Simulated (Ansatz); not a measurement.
Abridged output of a molecular run in Ansatz:

```
Functional definition: HF
1614 factors; integrals over basis functions are off by at most 1.1e-3 eV
mean field evaluation 1: about -77252.5949 eV, gradient 4.1e1 eV
mean field evaluation 2: about -77252.9379 eV, gradient 4.1e1 eV
mean field evaluation 4: about -77256.7411 eV, gradient 4.3e0 eV
mean field evaluation 8: about -77256.8145 eV, gradient 3.8e-1 eV
mean field evaluation 16: about -77256.8153 eV, gradient 2.7e-6 eV
mean field -77256.81532367 eV, -2839.1355965946 hartree, gradient 2.7e-6 eV, S^2 0.000000; 0 other end points of the search recorded, 0 dependent functions left out
17 core orbitals not correlated: weight in the atoms' cores, before any rotation towards them, 1.000 or more for the frozen orbitals, at most 0.000 for the correlated occupied ones
reference -77256.81532367 eV, -2839.1355965946 hartree; 20, 20 occupied and 230, 230 virtual orbitals, 1614 factors
second order -26.71017925 eV of doubles, -0.00000000 eV of singles
cycle   1  -26.73938020 eV  change   -2.9e-2 eV  update   1.1e-1
cycle   2  -27.42945029 eV  change   -6.9e-1 eV  update   3.3e-2
cycle   3  -27.55675543 eV  change   -1.3e-1 eV  update   1.6e-2
cycle   4  -27.54062115 eV  change    1.6e-2 eV  update   4.1e-3
cycle   5  -27.53982528 eV  change    8.0e-4 eV  update   2.3e-3
cycle   6  -27.54080840 eV  change   -9.8e-4 eV  update   8.1e-4
cycle   7  -27.54036347 eV  change    4.4e-4 eV  update   3.9e-4
cycle   8  -27.54026242 eV  change    1.0e-4 eV  update   1.5e-4
cycle   9  -27.54034419 eV  change   -8.2e-5 eV  update   6.6e-5
cycle  10  -27.54033896 eV  change    5.2e-6 eV  update   3.0e-5
perturbative correction -1.18458438 eV, -0.0435326732 hartree
Total energy: -77285.54024701 eV, -2840.1912180569 hartree
```

Its atoms:

Z-matrix (Å, degrees):
```
C
N 1 1.433
N 1 1.402 2 112.5
Se 1 2.092 2 97.6 3 124.8
H 1 1.093 2 115.2 3 -126.4
Si 2 1.720 1 106.7 3 -131.9
H 2 1.008 1 117.3 3 61.4
H 3 1.010 1 113.6 2 -176.3
H 3 1.012 1 112.3 2 57.1
H 6 1.488 2 115.0 1 124.9
H 6 1.489 2 116.0 1 -109.3
```

(1) Which basis set was used?
A. def2-TZVPPD
B. def2-SVP
C. def2-SVPD
D. def2-TZVPP

(2) Write the keys of the input that set method, charge and spin (a neutral closed shell needs none for the last two).

Results:

(1) D. It gives 267 functions.

(2) 
```yaml
correlation: {method: ccsd_t}
```
